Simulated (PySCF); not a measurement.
**Dipole response of Pt⁺ (platinum, charge +1)**

[Xe] 4f14 5d9, 2D determinant. Computed with PySCF 2.14 in aug-cc-pwCVTZ-PP with ECP60MDF (8s8p7d4f3g, 122 functions), with a scalar-relativistic core potential. Coupled (time-dependent) response in atomic units; α is the mean over directions.

| method | mean α (bohr³) | α xx, yy, zz | C₆ (like pair) | S(−4) |
| --- | --- | --- | --- | --- |
| UHF | 14.66 | 14.37, 14.37, 15.24 | 108.2 | 65.99 |
| PBE | 16.96 | 16.91, 16.91, 17.07 | 128.7 | 95.98 |

S(−4) is the Cauchy moment in α(ω) = α(0) + S(−4) ω² + …

Spin-orbit coupling is absent.

α(iu) at PBE:

| u (hartree) | α(iu) (bohr³) |
| --- | --- |
| 0 | 16.96 |
| 0.0500 | 16.73 |
| 0.100 | 16.09 |
| 0.200 | 14.17 |
| 0.300 | 12.21 |
| 0.500 | 9.224 |
| 0.750 | 6.838 |
| 1.00 | 5.281 |
| 1.50 | 3.424 |
| 2.00 | 2.395 |
| 3.00 | 1.348 |
| 5.00 | 0.5877 |

A single London oscillator, α(iu) = α/(1 + u²/ω²), gives C₆ = (3/4) ω α². Matching the computed C₆ needs ω = 4 × 128.7 / (3 × 16.96²) = 0.597 hartree.

For an ion, C₆ is the dispersion term alone; charge-induced terms of lower order in 1/R come first.

The components differ because the open shell of this determinant is not spherical; for a pure term their mean is the scalar polarisability.

Energies and moments cover only the electrons outside the core potential. Spin-orbit coupling, absent here, splits the open shell strongly. ⟨S²⟩ = 0.92 against 0.75 shows spin contamination.
